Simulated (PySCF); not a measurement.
CH4ClNOSi2, SMILES O[Si@@]1(Cl)N=C[SiH2]1.

Geometry: TPSSh-D3(BJ)/def2-SVP. The structure was generated by enumeration; whether it is a known compound was not checked. Other conformers were not sampled.

The numbers are results of PBE/def2-TZVP (PySCF), not measurements.

The molecule is in vacuum.

Computed frontier levels, gap, dipole moment and polarisability:
highest occupied level: -5.75 eV
lowest empty level: -2.56 eV
orbital gap: 3.19 eV
dipole moment: 1.09 D
quadrupole, principal values (traceless, Buckingham form, about the centre of nuclear charge): -6.96, -4.61, 11.56 D·Å
mean static polarisability: 86.0 bohr³ (12.75 Å³)
polarisability, principal values: 72.7, 78.2, 107.2 bohr³
